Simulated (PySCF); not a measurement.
Al(H)2(SH) (AlH3S), SMILES [AlH2][SH]. Geometry optimised at PBE0-D3(BJ)/def2-TZVP.

Calculation: PySCF with PBE0-D3(BJ)/def2-TZVP.

Harmonic wavenumbers (cm⁻¹): 368, 421, 498, 582, 685, 767, 1942, 1961, 2712. Rotational constants (GHz): 88.73, 6.461, 6.023; symmetry number 1.

Work out the zero-point energy and the ideal-gas rigid-rotor harmonic-oscillator thermochemistry at 298.15 K and 1 atm.

ZPE = ½ Σ hcν = ½ × 9937 cm⁻¹ = 14.21 kcal/mol. H − E(el) = 17.35 kcal/mol. Entropy in cal/(mol K): translation 38.30, rotation 22.06, vibration 3.68, total 64.04. G − E(el) = -1.74 kcal/mol. Cp = 14.83 cal/(mol K).
